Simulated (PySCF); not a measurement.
# Computed records: B2H5O, AlB2H4O, BFH3OSi, B2H5OSi and others

Calculation on a computer-drawn molecule: optimised geometry and harmonic frequencies of an isolated molecule of the commonest isotopes, restricted reference for singlets and unrestricted otherwise, frozen core in MP2. Program: PySCF 2.14.0.

(1) B2H5O

Start structure:
```xyz
8
B2H5O
B     -2.0552    -0.4551    -1.2586
O     -1.9674     0.2367    -2.3505
B     -1.8089    -0.1732    -3.7458
H     -1.8964    -1.6900    -1.1891
H     -2.1500     0.1249    -0.2211
H     -1.7221    -1.3516    -3.8986
H     -0.7936     0.4121    -4.1778
H     -2.7851     0.2549    -4.4124
```

* charge: -1
* multiplicity: 1
* method: HF
* basis: aug-cc-pVDZ
* rotational constants: 50.28, 9.28, 8.375 GHz
* total energy: -127.2083 hartree
* convergence status largest gradient component: 7.295e-06 hartree/bohr

Drawn bonds:
```csv
atom,other atom,order
1,2,1
2,3,1
1,4,1
1,5,1
3,6,1
3,7,1
3,8,1
```

Optimised structure:
```xyz
8
B2H5O
B     -2.0219    -0.4478    -1.2454
O     -1.9787     0.2919    -2.3182
B     -1.8051    -0.1484    -3.7812
H     -1.9239    -1.6643    -1.2615
H     -2.1681     0.0844    -0.1486
H     -1.7014    -1.3853    -3.8467
H     -0.7808     0.3936    -4.2304
H     -2.7989     0.2345    -4.4220
```

Modes:
```csv
frequency (cm⁻¹),reduced mass (dalton)
90.82,1.312
327.3,2.472
344.4,1.171
735.9,4.572
998.3,1.23
1014,1.256
1087,1.488
1120,1.388
1251,1.09
1252,1.101
1258,1.191
1289,1.143
1537,5.138
2287,1.104
2294,1.104
2344,1.022
2446,1.096
2506,1.075
```

(2) AlB2H4O

Start structure:
```xyz
8
AlB2H4O
B     -1.0450    -1.6938    -1.4733
O      0.1168    -1.2698    -1.1014
B      1.2844    -1.0274    -0.7946
Al     1.6546     0.4986     0.6240
H     -1.5962    -1.1522    -2.4338
H     -1.5736    -2.5185    -0.9371
H      2.2544    -1.5157    -1.2167
H      1.7188     1.6473     1.6992
```

- charge: 1
- multiplicity: 1
- method: HF
- basis: cc-pV(D+d)Z
- rotational constants: 32.91, 2.332, 2.221 GHz
- total energy: -368.2708 hartree
- convergence status largest gradient component: 2.046e-05 hartree/bohr

Drawn bonds:
```csv
atom,other atom,order
1,2,1
2,3,1
3,4,1
1,5,1
1,6,1
3,7,1
4,8,1
```

Optimised structure:
```xyz
8
AlB2H4O
B     -1.1068    -1.7772    -1.5847
O     -0.0920    -1.0933    -0.9228
B      1.1904    -0.9407    -0.7290
Al     1.7166     0.6409     0.7424
H     -1.4970    -1.3130    -2.6082
H     -1.5420    -2.7500    -1.0560
H      2.0731    -1.5487    -1.2497
H      2.0720     1.7505     1.7744
```

Modes:
```csv
frequency (cm⁻¹),reduced mass (dalton)
79.65,1.781
117,3.489
176.2,1.519
213.8,3.745
399.2,1.127
399.9,1.594
545.7,3.302
811.7,1.48
984.8,3.311
1045,1.319
1116,1.289
1139,1.304
1336,1.226
1538,8.982
2109,1.047
2746,1.044
2778,1.098
2864,1.139
```

(3) BFH3OSi

Start structure:
```xyz
7
BFH3OSi
B     -0.9542    -1.9884    -0.2316
O     -1.2765    -2.1497     1.1329
Si     0.2877    -1.7940     1.1562
F      1.0025    -3.1475     1.9191
H     -0.9676    -2.9591    -0.9404
H     -1.3471    -0.9524    -0.7772
H      0.5441    -0.8554     2.2467
```

- charge: -1
- multiplicity: 1
- method: HF
- basis: aug-cc-pV(D+d)Z
- rotational constants: 12.47, 4.199, 3.467 GHz
- total energy: -489.8155 hartree
- convergence status largest gradient component: 8.353e-06 hartree/bohr

Drawn bonds:
```csv
atom,other atom,order
1,2,1
2,3,1
3,4,1
1,5,1
1,6,1
3,7,1
```

Optimised structure:
```xyz
7
BFH3OSi
B     -1.0798    -1.8572    -0.3327
O     -0.0683    -1.2350     0.2418
Si     0.7205    -1.4802     1.8120
F      1.3714    -3.0000     1.4671
H     -1.7091    -2.7387     0.2151
H     -1.4164    -1.5350    -1.4620
H     -0.5295    -2.0004     2.5644
```

Modes:
```csv
frequency (cm⁻¹),reduced mass (dalton)
44.97,3.117
211.1,1.441
254.1,2.623
350,4.797
587.9,8.861
700.3,19.92
843,1.07
905.6,1.15
1079,1.421
1132,1.381
1283,1.288
1464,3.893
1893,1.044
2497,1.08
2560,1.09
```

(4) BFH3OSi

Start structure:
```xyz
7
BFH3OSi
B     -1.0798    -1.8572    -0.3327
O     -0.0683    -1.2350     0.2418
Si     0.7205    -1.4802     1.8120
F      1.3714    -3.0000     1.4671
H     -1.7091    -2.7387     0.2151
H     -1.4164    -1.5350    -1.4620
H     -0.5295    -2.0004     2.5644
```

* charge: -1
* multiplicity: 1
* method: MP2
* basis: aug-cc-pV(D+d)Z
* rotational constants: 13.35, 3.712, 3.252 GHz
* total energy: -490.4204 hartree
* convergence status largest gradient component: 9.662e-06 hartree/bohr

Drawn bonds:
```csv
atom,other atom,order
1,2,1
2,3,1
3,4,1
1,5,1
1,6,1
3,7,1
```

Optimised structure:
```xyz
7
BFH3OSi
B     -1.1389    -1.8325    -0.3459
O      0.0133    -1.3606     0.1596
Si     0.6649    -1.4725     1.8620
F      1.6424    -2.8688     1.5917
H     -1.9377    -2.4656     0.3253
H     -1.3989    -1.6090    -1.5225
H     -0.5565    -2.2375     2.4356
```

Modes:
```csv
frequency (cm⁻¹),reduced mass (dalton)
43.03,3.615
224.7,1.993
269.6,3.428
329.5,1.954
531.1,9.561
653.8,19.55
789.9,1.064
850.2,1.144
1005,1.387
1051,1.37
1213,1.273
1378,4.027
1883,1.043
2466,1.06
2517,1.112
```

(5) B2H5OSi

Start structure:
```xyz
9
B2H5OSi
B      0.4429    -1.1854    -2.6623
O     -0.1253    -0.5276    -1.6465
Si    -0.3157     0.5017    -0.4368
B      0.0427     2.3489    -0.5906
H      1.5920    -1.2316    -2.7668
H     -0.2514    -1.6554    -3.3988
H     -0.9222    -0.4757     0.5869
H      0.5395     2.8143    -1.5396
H     -0.2554     3.0926     0.2754
```

* charge: 0
* multiplicity: 2
* method: HF
* basis: cc-pV(D+d)Z
* rotational constants: 14.67, 3.731, 3.023 GHz
* total energy: -416.0929 hartree
* spin squared: 0.7609
* convergence status largest gradient component: 5.895e-06 hartree/bohr

Drawn bonds:
```csv
atom,other atom,order
1,2,1
2,3,1
3,4,1
1,5,1
1,6,1
3,7,1
4,8,1
4,9,1
```

Optimised structure:
```xyz
9
B2H5OSi
B      0.4143    -1.0779    -2.6551
O     -0.3906    -0.7653    -1.6097
Si    -0.4471     0.4020    -0.4434
B      0.1310     2.2183    -0.6390
H      1.4558    -0.4969    -2.8130
H      0.0594    -1.9490    -3.3992
H     -1.0847    -0.2069     0.7323
H      0.6043     2.6190    -1.6629
H      0.0046     2.9383     0.3110
```

Modes:
```csv
frequency (cm⁻¹),reduced mass (dalton)
61.97,1.955
146.8,2.353
199.8,1.227
228.4,2.009
290.2,2.215
438.8,1.034
636.7,2.029
710.1,2.424
827.3,3.021
848,1.239
932.1,1.295
1080,1.398
1144,1.364
1230,1.192
1288,1.823
1403,2.138
2378,1.042
2665,1.049
2682,1.051
2748,1.128
2775,1.128
```

(6) BClH3OSi

Start structure:
```xyz
7
BClH3OSi
B     -1.0835    -2.8887    -1.8801
O     -0.8412    -2.7487    -0.5930
Si    -0.7330    -2.1723     0.9513
Cl    -0.6719    -3.7859     2.1627
H     -1.8216    -2.0884    -2.3862
H     -0.5198    -3.6871    -2.4629
H     -1.8703    -1.2773     1.1921
```

- charge: 0
- multiplicity: 2
- method: HF
- basis: cc-pV(D+d)Z
- rotational constants: 12.17, 2.437, 2.162 GHz
- total energy: -849.8266 hartree
- spin squared: 0.7536
- convergence status largest gradient component: 5.6e-06 hartree/bohr

Drawn bonds:
```csv
atom,other atom,order
1,2,1
2,3,1
3,4,1
1,5,1
1,6,1
3,7,1
```

Optimised structure:
```xyz
7
BClH3OSi
B     -1.0280    -2.8876    -1.7682
O     -0.3436    -2.8339    -0.5972
Si    -0.6082    -2.2117     0.9057
Cl    -1.2764    -3.7238     2.1463
H     -2.1187    -2.3860    -1.8528
H     -0.5114    -3.4360    -2.7002
H     -1.6549    -1.1695     0.8504
```

Modes:
```csv
frequency (cm⁻¹),reduced mass (dalton)
32.97,2.949
190.8,1.611
194,2.822
299.1,3.293
556.6,14.3
757.7,1.199
779.6,4.622
846.5,1.176
1077,1.397
1142,1.361
1280,1.983
1399,2.001
2301,1.043
2666,1.052
2753,1.126
```
